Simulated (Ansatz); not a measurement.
Geometry optimisation, RKS PBE0-D4/def2-SVP (Ansatz).

Input:

```yaml
crystal:
  periodic: [false, false, false]
  atoms:
    - { symbol: "N", position_ang: [0.1041, 1.108, -0.0615] }
    - { symbol: Si, position_ang: [0.2896, -0.5253, -0.0158] }
    - { symbol: Cl, position_ang: [0.6415, -1.1009, 1.8831] }
    - { symbol: Cl, position_ang: [-1.3764, -1.4156, -0.5588] }
    - { symbol: H, position_ang: [-0.6398, 1.3838, 0.6093] }
    - { symbol: H, position_ang: [-0.3637, 1.398, -0.9713] }
    - { symbol: H, position_ang: [1.4059, -0.916, -0.9307] }
basis:
  gaussian: { orbitals: def2-SVP }
hamiltonian:
  xc: pbe0
  dispersion: d4
relax:
  f_tol: 0.02
  max_steps: 50
output:
  orbitals: {}
```

Launched with:

```bash
$ ansatz run input.yaml --threads 2 --pin off --max-ram 3072MiB --backend cpu --events-out ev --progress --plain --runs-dir out
```

Where does it end, and by what steps?

The forces met the threshold. After 7 steps the energy has fallen by 0.454 eV; H6 moved furthest, 0.34 Å.

| step | energy less start (eV) | largest force component (eV/Å) | accepted |
| --- | --- | --- | --- |
| 0 | 0.0000 | 3.413 | yes |
| 1 | -0.3507 | 1.310 | yes |
| 2 | -0.4169 | 0.445 | yes |
| 3 | -0.4349 | 0.546 | yes |
| 4 | -0.4214 | 0.647 | no |
| 5 | -0.4530 | 0.063 | yes |
| 6 | -0.4531 | 0.069 | yes |
| 7 | -0.4540 | 0.020 | yes |

```xyz
7
Properties=species:S:1:pos:R:3
N -0.055 1.106 -0.061
Si 0.227 -0.574 -0.035
Cl 0.704 -1.096 1.897
Cl -1.405 -1.732 -0.571
H -0.647 1.543 0.637
H -0.090 1.597 -0.948
H 1.326 -0.912 -0.965
```

Whether the end is a true minimum wasn't checked by a vibrational analysis.

Run time: 12 s on 2 threads of Intel(R) Xeon(R) 6975P-C (Granite Rapids) (shared host), peak memory 0.19 GiB.
